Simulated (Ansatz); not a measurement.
One change: `F[CH2][GeH]([F])[SiH3]` becomes `[OH][GeH]([F])[SiH3]`.

Ansatz, PBE0-D4/def2-TZVP geometries, multiplicity 1. Each molecule was computed in one conformer, which needn't be the lowest.

Scalar relativity is left out up to krypton.

```csv
property,`F[CH2][GeH]([F])[SiH3]`
size of the dipole moment (PBE/def2-TZVPP) / D,0.75
HOMO energy (ωB97M-V/def2-TZVPP) / eV,-10.33
LUMO energy (PBE/def2-TZVPP) / eV,-1.58
HOMO–LUMO gap (B3LYP/def2-TZVPP) / eV,7.11
size of the dipole moment (ωB97M-V/def2-TZVPP) / D,0.79
HOMO–LUMO gap (PBE0/def2-TZVPP) / eV,7.54
```

**Question.** What does the change do to each property? (Best estimate.)

**Answer.** Computed: 
| property | `[OH][GeH]([F])[SiH3]` | shift |
| --- | --- | --- |
| size of the dipole moment (PBE/def2-TZVPP) / D | 1.73 | 0.98 |
| HOMO energy (ωB97M-V/def2-TZVPP) / eV | -10.65 | -0.32 |
| LUMO energy (PBE/def2-TZVPP) / eV | -1.12 | 0.46 |
| HOMO–LUMO gap (B3LYP/def2-TZVPP) / eV | 7.84 | 0.73 |
| size of the dipole moment (ωB97M-V/def2-TZVPP) / D | 1.88 | 1.09 |
| HOMO–LUMO gap (PBE0/def2-TZVPP) / eV | 8.26 | 0.72 |

With PBE0 the HOMO falls by 0.32 eV and the LUMO rises by 0.41 eV, so the gap widens by about 0.73 eV. PBE moves the HOMO by -0.29 eV and ωB97M-V by -0.32 eV. Dipoles are sizes alone; their direction can turn.

B3LYP here is the variant with VWN-RPA as its local correlation; programs differ in this.
